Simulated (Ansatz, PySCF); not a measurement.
Spectroscopic constants of CuCl, closed-shell singlet (the spin of the measured ground state). No spin–orbit coupling. Cu is treated without relativity.

Constants: fifth-degree fit in 1/R to seven points, most abundant isotopes. In def2 and cc sets the state is the lowest found near the PBE0 minimum, followed along R. The singlet is held restricted.

Correlated levels freeze the inner cores; with def2 sets outer-core shells near the valence are correlated too. CBS(a, b) extrapolates the correlation energy as X⁻³ and adds the Hartree–Fock energy of set b. Rows in 3-21G carry no dispersion term and start afresh at each structure; the Pople sets are all-electron and without relativity.

Codes used: Ansatz (Gaussian basis) for Hartree–Fock, density functionals and correlated methods; PySCF for 3-21G rows. Values without a source in brackets are computed.

Problem. What bond length and harmonic frequency does HF/3-21G give?

Solution. r_e = 2.097 Å, ω_e = 402 cm⁻¹.

Problem. What bond length and harmonic frequency does CAM-B3LYP/def2-TZVPP give, and what D_e (from each atom's lowest state at the same level)?

Solution. r_e = 2.077 Å, ω_e = 405 cm⁻¹, D_e = 3.58 eV.

Problem. What bond length and harmonic frequency does CCSD(T)/CBS(def2-TZVPP, def2-QZVPP) give, and what D_e (from each atom's lowest state at the same level)?

Solution. r_e = 2.052 Å, ω_e = 410 cm⁻¹, D_e = 3.88 eV.

Measured for the ground state: r_e 2.0512 Å [microwave values compiled in ACS Omega 2, 8373 (2017)]. D_0 3.779 eV [from 0 K enthalpies of formation in NIST CCCBDB].

Ansatz is an electronic-structure program.
